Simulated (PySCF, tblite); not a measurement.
Species: C5H11F2NSi.
Z-matrix (Å and degrees, GFN2-xTB geometry), rows numbered from 1:
```
C 
C   1  1.4969
C   2  1.3284  1  127.14
C   3  1.4980  2  127.42  1    -1.29
N   4  1.4436  3  110.27  2  -135.83
Si  5  1.7169  4  124.63  3  -140.78
C   2  1.5069  1  113.67  3   178.20
F   7  1.3605  2  111.01  1   -58.34
F   7  1.3606  2  111.31  1    58.76
H   1  1.0901  2  109.76  3   -99.97
H   1  1.0888  2  109.68  3   141.76
H   1  1.0851  2  111.67  3    20.60
H   3  1.0827  2  119.48  1   179.71
H   4  1.0973  3  111.12  2   -11.51
H   4  1.0943  3  108.46  2   106.43
H   5  1.0081  4  111.71  3    63.26
H   6  1.4720  5  114.56  4   -63.93
H   6  1.4645  5  106.06  4    55.54
H   6  1.4595  5  104.12  4   175.64
H   7  1.1002  2  113.59  1  -179.75
```

Method: PBE0/pcSseg-1 in PySCF (dipole) on a GFN2-xTB geometry, gas phase.

Take the most abundant isotopes and a rigid rotor. The values belong to one conformer with, in the numbering `[CH3:1]/[C:2](=[CH:3]\[CH2:4][NH:5][SiH3:6])[CH:7]([F:8])[F:9]`, C2–C3–C4–N5 -136°, C3–C4–N5–Si6 -141°, C1–C2–C7–F8 -58°.

Task: What are A, B and C (GHz)?

Result: Ia = 137.41, Ib = 1172.49, Ic = 1196.82 u·Å²; 505379 MHz·u·Å²/I gives 3678, 431.0 and 422.3 MHz, that is A = 3.6779, B = 0.4310, C = 0.4223 GHz.

Task: What kind of rotor is it?

Result: A near-prolate asymmetric top: κ = (2 × 431.0 − 3678 − 422.3)/(3678 − 422.3) = -0.99.

Task: Is it planar, by Δ = Ic − Ia − Ib?

Result: Not planar: Δ = Ic − Ia − Ib = -113.08 u·Å². For a rigid frame Δ = −2 Σ m c², so Σ m c² = 56.54 u·Å² lies off the ab plane: 9.30 from hydrogen and 47.24 from heavier atoms. The atom farthest from that plane is 1.51 Å away.

Task: Give the other two planar moments, Paa and Pbb, and the rms extents of the mass along the axes.

Result: Paa = Σ m a² = (Ib + Ic − Ia)/2 = 1115.95 and Pbb = Σ m b² = (Ia + Ic − Ib)/2 = 80.87 u·Å². With the mass M = 151.06 u, the rms extents √(P/M) along a, b and c are 2.72, 0.73, 0.61 Å.

Task: List the rotational levels J(Ka,Kc) to J = 5 (MHz).

Result: Above 0(0,0):
J = 1: 1(0,1) 853, 1(1,1) 4100, 1(1,0) 4109
J = 2: 2(0,2) 2560, 2(1,2) 5798, 2(1,1) 5824, 2(2,1) 15565, 2(2,0) 15565
J = 3: 3(0,3) 5120, 3(1,3) 8345, 3(1,2) 8397, 3(2,2) 18125, 3(2,1) 18125, 3(3,1) 34381, 3(3,0) 34381
J = 4: 4(0,4) 8533, 4(1,4) 11740, 4(1,3) 11828, 4(2,3) 21538, 4(2,2) 21538, 4(3,2) 37794, 4(3,1) 37794, 4(4,1) 60553, 4(4,0) 60553
J = 5: 5(0,5) 12799, 5(1,5) 15985, 5(1,4) 16116, 5(2,4) 25804, 5(2,3) 25805, 5(3,3) 42061, 5(3,2) 42061, 5(4,2) 64819, 5(4,1) 64819, 5(5,1) 94081, 5(5,0) 94081

Task: Which lines would a microwave search look for?

Result: The dipole components are |μa| = 1.85 D, |μb| = 0.50 D, |μc| = 0.28 D. Intensities carry the squares of the components, which stand as 1.00 : 0.07 : 0.02 (a : b : c). Some lines, for components of 0.1 D or more:

```
type  branch         J(Ka,Kc)    MHz  lower level (cm⁻¹)
   a       R  3(1,3) ← 2(1,2)   2547               0.193
   c       Q  4(1,4) ← 4(0,4)   3208               0.285
   a       R  4(1,3) ← 3(1,2)   3431               0.280
   b       R  1(1,1) ← 0(0,0)   4100               0.000
   c       R  1(1,0) ← 0(0,0)   4109               0.000
   a       R  5(4,1) ← 4(4,0)   4267               2.020
   a       R  5(1,4) ← 4(1,3)   4288               0.395
   c       R  3(1,2) ← 2(0,2)   5837               0.085
   b       Q  2(2,0) ← 2(1,1)   9741               0.194
   b       Q  2(2,1) ← 2(1,2)   9767               0.193
   b       Q  3(2,2) ← 3(1,3)   9780               0.278
   b       Q  4(2,3) ← 4(1,4)   9798               0.392
   c       R  3(2,2) ← 2(1,2)  12327               0.193
   c       R  4(2,3) ← 3(1,3)  13193               0.278
   b       R  4(2,2) ← 3(1,3)  13193               0.278
   b       R  5(2,4) ← 4(1,3)  13976               0.395
   b       Q  3(3,1) ← 3(2,2)  16256               0.605
   c       R  3(3,0) ← 2(2,0)  18816               0.519
   c       R  3(3,1) ← 2(2,1)  18816               0.519
   b       R  4(3,2) ← 3(2,1)  19669               0.605
   b       R  4(4,0) ← 3(3,1)  26172               1.147
```

Task: Estimate the classical rotational partition function at 10 K, 25 K and 500 K.

Result: Point group C1, symmetry number σ = 1; q = (√π/σ)·√((kT/h)³/(ABC)), k/h = 20836.6 MHz/K: 6520 at 10 K, 25800 at 25 K, 2300000 at 500 K.

Its GFN2-xTB frequencies are all real (lowest 17 cm⁻¹). These are rigid-rotor constants of the computed structure; measured ground-state constants (B0) also hold zero-point vibration. A rigid rotor knows nothing of inversion at nitrogen or internal rotation, which can split or shift real lines. Quadrupole hyperfine structure (14N) is left out.

The run took 2.1 min wall, 1.8 min CPU on one thread of an Intel Xeon at 2.50 GHz, shared host, and the process peaked at 0.96 GiB of memory. This is the PBE0/pcSseg-1 job that gave the dipole, with the shieldings it also computed.
